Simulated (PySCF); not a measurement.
Ligands exchanged one at a time, Al Br-OH. Isolated molecules, 0 K electronic values unless said otherwise. One relaxed conformer stands for each flexible species; it need not be the lowest. Strings in code marks are SMILES.

Level of theory: PBE-D3(BJ)/def2-TZVP // PBE0-D4/def2-TZVP in PySCF. All candidates: neutral, multiplicity 1. 

The LUMO comes out as -2.37 eV. The HOMO comes out as -7.36 eV and the HOMO–LUMO gap is 4.99 eV.

Task: Which member has these values?
A. `[OH][Al]([Br])[Br]`
B. `[OH][Al]([OH])[Br]` (H–O–Al–Br torsion 0°, Br–Al–O–H torsion -180°)
C. `[Br][Al]([Br])[Br]`
D. `[OH][Al]([OH])[OH]`

Result: C, `[Br][Al]([Br])[Br]`. The others give `[OH][Al]([OH])[OH]`: -1.29 eV, -7.29 eV, 6.00 eV; `[OH][Al]([Br])[Br]`: -1.92 eV, -7.10 eV, 5.17 eV; `[OH][Al]([OH])[Br]` (H–O–Al–Br torsion 0°, Br–Al–O–H torsion -180°): -1.63 eV, -7.30 eV, 5.67 eV
